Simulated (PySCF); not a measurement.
## Orbital picture of AuS

PBE0 at R = 2.211 Å; Au cc-pVDZ-PP with ECP60, S cc-pV(D+d)Z; scalar-relativistic core potentials (PySCF 2.14). State: ²Π (doublet), unpaired electrons π ↑. Only the outer orbitals are listed, counted within each symmetry, core potentials removing the inner ones.

| spin | orbital | occ. | ε (eV) | on Au (%) | main shells (%) |
| --- | --- | --- | --- | --- | --- |
| α | 7σ | 1 | -11.24 | 60 | 57 Au d, 33 S p |
| α | 3π | 1 | -10.82 | 76 | 76 Au d, 24 S p |
| α | 3π | 1 | -10.41 | 86 | 86 Au d, 13 S p |
| α | 1δ | 1 | -9.41 | 100 | 100 Au d |
| α | 1δ | 1 | -9.40 | 100 | 100 Au d |
| α | 8σ | 1 | -8.07 | 71 | 40 Au s, 30 Au d, 29 S p |
| α | 4π | 1 | -8.00 | 26 | 74 S p, 24 Au d |
| α | 4π | 1 | -6.93 | 18 | 82 S p, 14 Au d |
| α | 9σ | 0 | -3.34 | 75 | 49 Au s, 25 S p, 20 Au p |
| α | 5π | 0 | -0.05 | 98 | 98 Au p |
| α | 5π | 0 | 0.14 | 97 | 96 Au p |
| β | 7σ | 1 | -10.95 | 62 | 59 Au d, 29 S p, 8 S s |
| β | 3π | 1 | -10.34 | 88 | 88 Au d, 11 S p |
| β | 3π | 1 | -10.12 | 93 | 92 Au d |
| β | 1δ | 1 | -9.36 | 100 | 100 Au d |
| β | 1δ | 1 | -9.36 | 100 | 100 Au d |
| β | 8σ | 1 | -7.94 | 70 | 45 Au s, 29 S p, 25 Au d |
| β | 4π | 1 | -6.58 | 16 | 84 S p, 11 Au d |
| β | 4π | 0 | -4.07 | 17 | 83 S p, 10 Au p |
| β | 9σ | 0 | -3.18 | 72 | 44 Au s, 27 S p, 22 Au p |
| β | 5π | 0 | 0.13 | 96 | 95 Au p |

Task: Which are the highest filled and the lowest empty level, where do they sit, and how wide is the gap?

Result: Highest filled β 4π at -6.58 eV (in %: 84 S p, 11 Au d); lowest empty β 4π at -4.07 eV (in %: 83 S p, 10 Au p); the gap at PBE0 is 2.51 eV. Both belong to one degenerate shell, split only by its one-sided filling, so this is no excitation gap.

The bond order (Mayer) is 1.43, the ⟨S²⟩ is 0.755 and the charge on Au (Mulliken, basis-dependent) is 0.17. The charge on Au (Löwdin, basis-dependent) is -0.12 and the dipole moment (positive dipole means Au(−)S(+)) is -2.66 D. The polarisability along the bond is 67.7 bohr³ and the polarisability across the bond is 36.0 bohr³.

Spin–orbit coupling is left out. With d or f electrons several states lie close, and the lowest PBE0 determinant need not be the measured ground state.
